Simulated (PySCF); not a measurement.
**Spinor energies of Si⁻ (silicon, charge -1)**

Start: [Ne] 3s2 3p3; 3p1/2 filled at m_j = -1/2, +1/2; 3p3/2 filled at m_j = +3/2. Calculated with PySCF 2.14 in x2c-SVPall-2c with one added diffuse shell each of s, p type (5s5p1d, 25 functions): generalised Hartree-Fock with the X2C-1e Hamiltonian and a Gaussian nucleus; one run each with spin-orbit coupling (SO) switched off, then screened by Boettger's factors.

```csv
spinor shell,electrons,"ε, spin-free (eV)","ε, screened SO (eV)",weight of nominal j (screened SO),"rms radius, screened SO (bohr)"
1s1/2,2,-1868.8,-1868.8,1.000,0.129
2s1/2,2,-161.04,-161.04,1.000,0.613
2p1/2,2,-108.73,-109.31,0.867,0.598
3s1/2,2,-8.202,-8.202,1.000,2.52
3p1/2,2,-1.692,-1.699,0.504,3.59
3p3/2,1,-1.692,-1.679,1.000,3.60
```

Question: Where does 2p3/2 lie, and what is the 2p spin-orbit splitting (screened SO)?

Answer: At -108.44 eV, 0.870 eV above 2p1/2.

```json
{"quantity": "E (hartree)", "spin-free": "-289.38265", "screened SO": "-289.38280"}
{"quantity": "M_J", "spin-free": "3/2", "screened SO": "3/2"}
{"quantity": "⟨J²⟩", "spin-free": "3.751", "screened SO": "3.751"}
{"quantity": "⟨L²⟩", "spin-free": "0.000", "screened SO": "0.000"}
{"quantity": "⟨S²⟩", "spin-free": "3.751", "screened SO": "3.751"}
```

Each row is a mean over spinors that exchange with the open shell spreads, by up to 5.329 eV (3s1/2).

Rows whose weight is well below 1 are mixtures of j = l ± 1/2: exchange outweighs spin-orbit coupling there, and the label is only the starting occupation.

Without spin-orbit coupling the j labels of p, d and f shells carry no meaning; the spin-free column gives the mean over the occupied spinors of each nl shell.
